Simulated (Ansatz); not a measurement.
Consider the substitution at a C–C bond: `NC#CCO` + H₂Te → `NC#C[TeH]` + CH₃OH.

Program: Ansatz. Geometries: PBE0-D4/def2-TZVP. ΔE: electronic, gas phase. CCSD(T)/CBS adds triple-zeta CCSD(T) − MP2 to the extrapolated MP2 energy (def2 sets, frozen cores). This one scheme is used for every species. DFT in def2-TZVPP. HSE06 is defined as in plane-wave codes. def2 core potentials past Kr. For Te outer-core shells are correlated without core-valence functions, which leaves a few kJ/mol of doubt a bond. Each species was taken in one conformer, which may not be the lowest.

`NC#CCO`:

Cartesian coordinates in Å:
```
N -2.191 0.713 0.773
C -1.002 0.396 0.243
C 0.083 0.097 -0.188
C 1.385 -0.315 -0.681
O 2.211 -0.932 0.291
H -2.998 0.302 0.328
H -2.324 1.684 1.010
H 1.239 -0.980 -1.545
H 1.944 0.553 -1.042
H 1.653 -1.518 0.810
```

H₂Te:

Cartesian coordinates in Å:
```
Te -0.278 -0.089 0.721
H 0.903 -0.829 -0.173
H -0.625 0.918 -0.547
```

`NC#C[TeH]`:

```xyz
7

N    -0.899   -1.515    0.057
C    -0.136   -0.428   -0.012
C     0.501    0.603   -0.056
Te    1.774    2.139   -0.199
H    -1.150   -1.966   -0.809
H    -0.748   -2.145    0.828
H     0.658    3.313    0.191
```

CH₃OH:

Z-matrix (Å, degrees):
```
C
O 1 1.409
H 1 1.097 2 112.4
H 1 1.090 2 107.0 3 -118.5
H 1 1.097 2 112.4 3 123.0
H 2 0.959 1 108.5 3 -61.6
```

```json
{"level": "B97M-V", "ΔE (kJ/mol)": "1.5"}
{"level": "revPBE", "ΔE (kJ/mol)": "-0.2"}
{"level": "HSE06", "ΔE (kJ/mol)": "4.3"}
{"level": "MP2/def2-SVP", "ΔE (kJ/mol)": "14.4"}
```

(1) What does CCSD(T)/CBS give? (Estimate.)

Largest T1 diagnostic among the species: 0.013.

## Answers

(1) Computed: -3.5 kJ/mol. The listed levels differ from it by 5.0, 3.3, 7.8, 17.9 kJ/mol.

Leaving LDA and LC-ωPBE aside and taking each functional with its dispersion term where it has one, the values, not all of them listed here, spread over 6.3 kJ/mol, from B2PLYP to CAM-B3LYP-D4. LDA lies +12.1 kJ/mol from PBE without D4. From BLYP to BHLYP (50 % exact exchange), in def2-TZVPP and without D4, ΔE moves by +3.8 kJ/mol. In def2-TZVPP, CCSD(T) changes the Hartree–Fock value by −6.1 kJ/mol (the triples alone add −2.0 kJ/mol) and MP2 by −11.3 kJ/mol.
